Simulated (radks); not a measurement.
Removal energies from the praseodymium ion Pr3+, [Xe] 4f2, by Delta-SCF beside the eigenvalue of the level emptied. All-electron calculation, scalar-relativistic Kohn-Sham, BLYP, spin-polarised, spherical densities, finite nucleus; Fermi nuclear charge, rms radius of each element as measured or else 0.836 A^(1/3) + 0.57 fm. Program: a radial shooting solver on a logarithmic mesh with Libxc functionals. Open shells are filled with parallel spins first.

| removed from | final configuration | Delta-SCF (eV) | -eigenvalue (eV) |
|---|---|---|---|
| 4f | [Xe] 4f1 | 39.327 | 30.219 |
| 5p | [Kr] 4d10 4f2 5s2 5p5 | 52.456 | 46.410 |
| 5s | [Kr] 4d10 4f2 5s1 5p6 | 71.559 | 64.878 |
| 4d | [Kr] 4d9 4f2 5s2 5p6 | 150.09 | 139.49 |
